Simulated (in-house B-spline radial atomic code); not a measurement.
Values are calculated unless marked as measured or tabulated.
Making a Troullier-Martins d channel for As, r_c = 1.99 bohr

As, [Ar] 3d10 4s2 4p3, non-relativistic PBE, spherical and spin-unpolarised, from a B-spline radial code for spherical atoms (atomic units). The all-electron 3d level is ε = -1.533386 hartree and its outer maximum at 0.47 bohr.

Inside r_c the pseudo-orbital is u(r) = r^3 exp(p(r)), with p = c0 + c2 r² + c4 r⁴ + … + c12 r¹². The seven coefficients follow from p and its first four derivatives at r_c, from zero curvature of the screened potential at the origin, c4 = −c2²/(2l + 5), and from the norm inside r_c. At r_c the all-electron orbital has P = 0.1359022, P' = -0.2348654, the screened potential V = -0.8319076, V' = 0.9307461, V'' = -1.384639, and the norm inside is Q = 0.9946984.

(1) What are p, p' and p'' at r_c?

For a trial c2 the five matching conditions are linear in c0, c6, c8, c10 and c12, and c2 is varied until the norm inside r_c equals Q. The root nearest zero gives:

| n | c_n |
| --- | --- |
| 0 | 2.584349 |
| 2 | -2.41826 |
| 4 | -0.6497755 |
| 6 | 0.6617101 |
| 8 | -0.1984383 |
| 10 | 0.02702186 |
| 12 | -0.001422627 |

(2) Check c4 and p(r_c), and find the screened pseudopotential at the origin.

Orbitals and screened potentials:

| r (bohr) | P | u | V all-electron | V pseudo |
| --- | --- | --- | --- | --- |
| 0.199 | 0.6354 | 0.09482 | -86.65 | -18.41 |
| 0.498 | 1.205 | 0.8716 | -17.26 | -16.74 |
| 0.796 | 0.9353 | 1.279 | -6.305 | -10.68 |
| 1.094 | 0.6088 | 0.8338 | -3.095 | -3.116 |
| 1.393 | 0.375 | 0.4183 | -1.793 | 0.1508 |
| 1.692 | 0.2266 | 0.2284 | -1.184 | -0.4422 |
| 1.99 | 0.1359 | 0.1359 | -0.8319 | -0.8319 |

Logarithmic derivatives P'/P at R = 2.29 bohr, for energies E around ε:

```json
{"E − ε (hartree)": "-0.5", "all-electron": "1.94067", "pseudo": "1.99537"}
{"E − ε (hartree)": "-0.25", "all-electron": "1.74105", "pseudo": "1.80233"}
{"E − ε (hartree)": "-0.1", "all-electron": "1.4558", "pseudo": "1.51529"}
{"E − ε (hartree)": "0", "all-electron": "-1.74476", "pseudo": "-1.74475"}
{"E − ε (hartree)": "0.1", "all-electron": "2.16152", "pseudo": "2.2702"}
{"E − ε (hartree)": "0.25", "all-electron": "1.78996", "pseudo": "1.89387"}
{"E − ε (hartree)": "0.5", "all-electron": "1.55143", "pseudo": "1.6707"}
```

Results:

(1) p = ln(P/r_c^3) = ln(0.1359022/7.8806) = -4.06022. p' = P'/P − 3/r_c = -1.72819 − 1.50754 = -3.23573. The radial equation gives p'' = 2(V − ε) − 2(3) p'/r_c − p'² = 1.40296 − (-9.75598) − 10.46996 = 0.68897. Differentiating, p''' = 2V' + 2(3)p'/r_c² − 2(3)p''/r_c − 2p'p'' = -0.65965, and p'''' = 2V'' − 4(3)p'/r_c³ + 4(3)p''/r_c² − 2(3)p'''/r_c − 2p''² − 2p'p''' = 1.0162.

(2) −c2²/9 = -0.649776, as listed. The terms c_n r_c^n are 2.58435, -9.57655, -10.19003, 41.09474, -48.80340, 26.31758, -5.48691, which sum to -4.06022. Inverting the radial equation, V_l(r) = ε + 3 p'/r + (p'' + p'²)/2, so V_l(0) = ε + (2l + 3) c2 = -1.533386 + 7 × (-2.41826) = -18.4612 hartree, finite where the all-electron potential diverges.
